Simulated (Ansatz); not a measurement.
Program: Ansatz. Geometries: PBE0-D4/def2-TZVP. ΔE: electronic, gas phase. CCSD(T)/CBS adds triple-zeta CCSD(T) − MP2 to the extrapolated MP2 energy (def2 sets, frozen cores). This one scheme is used for every species. DFT in def2-TZVPP. One conformer a species, not always the lowest.

Consider the formal exchange of groups at the Si–F bond: `O[Si@H](F)[Si@@H](O)F` + ethylene → `C=C[Si@@H](O)[Si@@H](O)F` + H–F.

`O[Si@H](F)[Si@@H](O)F`:

```xyz
10

O    -0.275   -1.091   -1.780
Si   -0.461   -1.151   -0.154
F     0.284   -2.428    0.460
Si    0.497    0.782    0.800
O    -0.494    2.079    0.705
F     1.818    1.026   -0.084
H     0.587   -0.849   -2.123
H    -1.913   -1.334    0.072
H     0.913    0.708    2.218
H    -0.956    2.258   -0.115
```

`C=C`:

```xyz
6

C     0.270   -0.537   -0.275
C    -0.270    0.537    0.275
H     0.057   -1.535    0.094
H     0.948   -0.466   -1.119
H    -0.057    1.535   -0.094
H    -0.948    0.466    1.119
```

`C=C[Si@@H](O)[Si@@H](O)F`:

```xyz
14

C     1.085    0.899    2.192
C     1.030    0.963    0.864
Si    0.689   -0.513   -0.198
O     0.679   -1.825    0.810
Si   -1.402   -0.291   -1.252
O    -1.251    0.869   -2.400
F    -1.788   -1.698   -1.932
H     0.945   -0.040    2.720
H     1.279    1.776    2.804
H     1.179    1.926    0.378
H     1.732   -0.641   -1.258
H     0.417   -2.667    0.437
H    -2.552    0.019   -0.357
H    -2.043    1.224   -2.807
```

H–F:

```xyz
2

F    -0.068   -0.232    0.391
H     0.068    0.232   -0.391
```

```
             level  ΔE (kJ/mol)
           PBE0-D4        131.4
           ωB97X-V        143.6
              PBE0        137.6
SCS-MP2/def2-TZVPP        143.2
CCSD(T)/def2-TZVPP        138.6
     HF/def2-QZVPP        165.9
    MP2/def2-QZVPP        136.7
    CCSD/CBS(def2)        141.7
```

**Question.** What does CCSD(T)/CBS give? (Best estimate.)

**Answer.** The calculation gave: +138.0 kJ/mol. The listed levels differ from it by -6.6, 5.6, -0.4, 5.2, 0.6, 27.9, -1.3, 3.7 kJ/mol.

Largest T1 diagnostic among the species: 0.013.

In def2-TZVPP, CCSD(T) changes the Hartree–Fock value by −25.3 kJ/mol (the triples alone add −3.7 kJ/mol) and MP2 by −27.6 kJ/mol. The D4 term adds −10.6 kJ/mol with B3LYP and −6.1 kJ/mol with PBE0; it sums over pairs of atoms, weighted by their polarisabilities, and B3LYP, whose exchange is more repulsive, gets the larger term.

CCSD(T)/CBS has its own doubt, a few kJ/mol and more with outer-core shells, so smaller differences from it don't rank the levels.

B3LYP here is the variant with VWN-RPA as its local correlation; programs differ in this.
